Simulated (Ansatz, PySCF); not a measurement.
CF$_{3}$ (SMILES F[C](F)F), doublet, geometry from GFN2-xTB. Base run: PBE0/6-31G** (PySCF).

PySCF was given this input:
```python
from pyscf import gto, scf, dft

mol = gto.Mole()
mol.atom = '''
    F    -0.619701    1.103304   -0.056819
    C    -0.009064   -0.008432    0.308886
    F    -0.640509   -1.086531   -0.117207
    F     1.266253   -0.011152   -0.031899
'''
mol.basis = '6-31g**'
mol.charge = 0
mol.spin = 1
mol.verbose = 4
mol.build()

mf = dft.UKS(mol)
mf.xc = 'pbe0'
mf.kernel()
```

The same geometry, method and basis name were run in Ansatz (a first-principles code) and PySCF, at each program's defaults and at the settings that a row names. The base is PySCF at its defaults. Differences at the defaults can come from grids, fitting, cores and function types together.

| code and settings | ΔE vs base (µEh) | basis functions | E (Eh) | SCF cycles | dipole (D) |
|---|---|---|---|---|---|
| PySCF, defaults (exact integrals, its default grid, spherical functions) | 0.0 | 56 | -337.23127 | 9 | 0.17 |
| Ansatz, defaults (factorised integrals, its default grid, Cartesian functions) | -3184 | 60 | -337.23446 | - | - |
| PySCF, density fitting with def2-universal-jkfit | -26.1 | 56 | -337.23130 | 9 | 0.17 |
| PySCF, fine grid | -7.0 | 56 | -337.23128 | 9 | 0.17 |
| Ansatz, high accuracy, Cartesian functions as the basis file defines them | -3185 | 60 | -337.23446 | - | - |

Open shells are given as the SCF converged; they aren't shown to be the lowest states, and a large step between rows can be another state.
